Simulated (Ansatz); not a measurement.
Cost and result up the ladder for AlSi₅ (the lowest doublet isomer of a short search) (6 atoms). Charge 0, multiplicity 2. Geometry: r2SCAN-D4/def2-SVP.

```xyz
6

Al    0.1676   -1.8336    1.1115
Si    1.8208    0.7145   -0.7168
Si    0.3901    0.6056    1.1913
Si   -1.8358   -0.1299    0.3513
Si   -0.5870    1.4675   -0.8170
Si    0.0444   -0.8240   -1.1203
```

Ansatz on 4 threads of AMD EPYC 9B14 on a shared host. Times are rough, and most runs start from the orbitals of an earlier one. r2SCAN0-D4/def2-TZVP serves as the yardstick here, not as an exact answer. Differences are given only for rows in sets of like size (and for xTB, whose basis is part of the method), since another set adds its own error. Binding counts from free atoms at the same level (Al doublet, Si triplet; other spins of the atoms weren't run), without zero-point energy or a counterpoise term.

B3LYP takes the VWN-RPA correlation. Correlated methods freeze 30 core orbitals. The structure comes from a short search, and lower isomers may exist.

Correlated methods converge slowly with the basis.

```csv
level,functions,wall time,binding energy per atom (eV),difference from r2SCAN0-D4/def2-TZVP (eV),remarks
PBE-D4/def2-SVP,108,1.6 s,3.37,–,–
PBE0-D4/def2-SVP,108,2.4 s,3.24,–,–
PBE-D4/def2-TZVP (with forces),222,3.9 s,3.42,0.19,–
RPA@PBE/def2-TZVP,222,6 s,2.79,-0.44,–
B3LYP-D4/def2-TZVP,222,7.5 s,3.05,-0.18,–
PBE0-D4/def2-TZVP,222,8 s,3.31,0.07,–
r2SCAN-D4/def2-TZVP,222,9.5 s,3.34,0.11,–
B2PLYP/def2-TZVP,222,12 s,3.09,-0.14,–
r2SCAN0-D4/def2-TZVP,222,15 s,3.23,0.00,–
CCSD(T)/def2-TZVP,222,6.5 min,3.05,-0.18,spin-contaminated (⟨S²⟩ 1.00)
```
